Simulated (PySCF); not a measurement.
**Basis and Hamiltonian dependence of the electron affinity of Bi**

Bi⁻ [Xe] 4f14 5d10 6s2 6p4 (3P) → Bi [Xe] 4f14 5d10 6s2 6p3 (4S). Calculated with PySCF 2.14 from differences of total energies of unrestricted determinants, without spin-orbit coupling. Values in eV.

| basis | Hamiltonian | functions | UHF | r2SCAN | PBE0 | MP2 (valence) | CCSD(T) (valence) | CCSD(T) (valence and next inner shell) |
| --- | --- | --- | --- | --- | --- | --- | --- | --- |
| aug-cc-pVDZ-PP with ECP60MDF | ECP | 32 | -0.227 | 0.753 | 0.764 | 0.304 | 0.413 | n/a |
| aug-cc-pwCVDZ-PP with ECP60MDF | ECP | 48 | -0.227 | 0.765 | 0.771 | 0.311 | 0.421 | 0.442 |
| aug-cc-pVTZ-PP with ECP60MDF | ECP | 55 | -0.193 | 0.783 | 0.790 | 0.492 | 0.647 | n/a |
| def2-TZVPPD with the def2 core potential (60 electrons) | ECP | 56 | -0.317 | 0.673 | 0.675 | 0.309 | 0.456 | 0.484 |
| aug-cc-pVTZ-PP with one added diffuse shell each of d, f type with ECP60MDF | ECP | 67 | -0.192 | 0.785 | 0.791 | 0.495 | 0.650 | n/a |
| aug-cc-pVTZ-DK3 | spin-free X2C | 84 | -0.184 | 0.803 | 0.807 | 0.502 | 0.658 | n/a |
| aug-cc-pVQZ-PP with ECP60MDF | ECP | 92 | -0.176 | 0.809 | 0.812 | 0.580 | 0.731 | n/a |
| ANO-RCC-VTZP | spin-free X2C | 93 | -0.225 | 0.784 | 0.781 | 0.382 | 0.500 | 0.568 |
| aug-cc-pwCVTZ-PP with ECP60MDF | ECP | 96 | -0.185 | 0.798 | 0.802 | 0.508 | 0.664 | n/a |
| x2c-TZVPPall with one added diffuse shell each of s, p, d, f type | spin-free X2C | 99 | -0.177 | 0.810 | 0.809 | 0.505 | 0.660 | 0.682 |
| aug-cc-pVQZ-DK3 | spin-free X2C | 118 | -0.174 | n/a | n/a | 0.582 | 0.734 | n/a |
| aug-cc-pwCVTZ-DK3 | spin-free X2C | 125 | -0.179 | 0.805 | 0.811 | 0.516 | 0.670 | 0.710 |
| aug-cc-pwCVTZ-DK3 with one added diffuse shell each of s, d, f type | spin-free X2C | 138 | -0.178 | n/a | n/a | n/a | n/a | n/a |
| aug-cc-pV5Z-PP with ECP60MDF | ECP | 139 | -0.174 | 0.811 | 0.813 | 0.615 | n/a | n/a |

Extrapolation of CCSD(T) (valence) from aug-cc-pVTZ-PP with ECP60MDF and aug-cc-pVQZ-PP with ECP60MDF: the correlation parts are 0.841 and 0.908 eV; with the X⁻³ form and unrounded values, (4³ × 0.908 − 3³ × 0.841)/(4³ − 3³) = 0.956 eV, and adding the Hartree-Fock value -0.176 eV of the larger basis gives 0.780 eV.

Extrapolation of CCSD(T) (valence) from aug-cc-pVTZ-DK3 and aug-cc-pVQZ-DK3: the correlation parts are 0.841 and 0.908 eV; with the X⁻³ form and unrounded values, (4³ × 0.908 − 3³ × 0.841)/(4³ − 3³) = 0.956 eV, and adding the Hartree-Fock value -0.174 eV of the larger basis gives 0.782 eV.

Frozen in the all-electron rows: valence: [Xe] 4f14 5d10; valence and next inner shell: [Kr] 4d10 4f14; with a core potential, the same shells as far as they lie outside it.

Spin-orbit coupling is strong in these open shells (close to jj coupling), so the scalar numbers refer to model states.

In most of these bases the highest occupied level of the anion is positive at r2SCAN, PBE0, so the basis helps to hold the electron.

Between the lowest levels the reference is 0.942 eV (measured; photodetachment measurements, as compiled on the Wikipedia data page of electron affinities); it includes spin-orbit coupling, which these numbers lack.
